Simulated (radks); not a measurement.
Values are calculated unless marked as measured or tabulated.
Charge is removed step by step from the 4f (averaged over the sub-levels emptied) level of the erbium ion Er2+, starting from [Xe] 4f12. Level of theory: Dirac Kohn-Sham, PBEsol, spin-unpolarised, spherical densities, point nucleus; open shells are shared between the two j in proportion to 2j + 1 (a radial shooting solver on a logarithmic mesh with Libxc functionals).

| removed (e) | E - E(0) (eV) | eigenvalue (eV) | E minus straight line (eV) |
|---|---|---|---|
| 0 | 0.000 | -17.431 | 0.000 |
| 0.1 | 1.825 | -19.082 | -0.791 |
| 0.2 | 3.818 | -20.770 | -1.416 |
| 0.3 | 5.981 | -22.493 | -1.869 |
| 0.4 | 8.317 | -24.249 | -2.149 |
| 0.5 | 10.831 | -26.037 | -2.252 |
| 0.6 | 13.526 | -27.856 | -2.174 |
| 0.7 | 16.404 | -29.705 | -1.913 |
| 0.8 | 19.468 | -31.583 | -1.466 |
| 0.9 | 22.721 | -33.490 | -0.829 |
| 1 | 26.167 | -35.424 | 0.000 |

Removing the whole electron costs 26.167 eV by Delta-SCF, against 17.431 eV from minus the eigenvalue at the starting occupation. Slater's transition state (half an electron removed) gives 26.037 eV. Integrating minus the eigenvalue over the occupation (Janak's theorem) gives 26.167 eV. The mean slope of the eigenvalue, de/dn, is 18.0 eV per electron. Ionisation energy of Er2+ in the NIST Atomic Spectra Database: 22.70 eV (semi-empirical).

Beside tabulated values, note that spin-unpolarised runs miss the spin-polarisation part of the exchange energy of open shells.
